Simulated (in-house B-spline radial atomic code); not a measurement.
Ag⁶⁺. Computed with a B-spline radial atomic code. Model: all-electron spherical atom, spin shells full or empty, radial basis limit, no spin-orbit coupling, Breit or QED, empty-state partial waves extrapolated as (l+1/2)^-4, RPA, G0W0 and static COHSEX of the highest shell as one setting changes (uncorrelated shells keep exact exchange).

Given: element Ag; charge 6; filled core Kr; hamiltonian one-electron scalar X2C; mean-field start Hartree-Fock; highest l of empty states 9; nuclear rms radius 4.5454 fm; highest mean-field shell 4d up.

Shell: 4d 5 0 (electrons up and down).

```tsv
lowest nl shells left uncorrelated	RPA correlation energy (hartree)	G0W0 level (eV)	G0W0 minus most complete (meV)	COHSEX level (eV)	linearised minus solved G0W0 (meV)
0	-2.9431	-107.9	0	-110.39	0
1	-2.7746	-107.9	0.1	-110.39	0
2	?	?	?	?	?
3	-2.0564	-107.88	15.3	-110.39	0
4	-1.8862	-107.88	23.6	-110.37	0
5	-1.3912	-107.85	53.1	-110.3	0
6	?	?	?	?	?
7	-0.49858	-107.77	129.1	-109.92	0
8	-0.12491	-107.97	-71.3	-109.49	0
```

**Question.** What follows for lowest nl shells left uncorrelated = 6?

**Answer.** RPA correlation energy -0.63249 hartree; G0W0 level -107.74 eV; G0W0 minus most complete 161.5 meV; COHSEX level -110.03 eV; linearised minus solved G0W0 0 meV.

**Question.** What follows for lowest nl shells left uncorrelated = 2?

**Answer.** RPA correlation energy -2.588 hartree; G0W0 level -107.89 eV; G0W0 minus most complete 4.4 meV; COHSEX level -110.38 eV; linearised minus solved G0W0 0 meV.
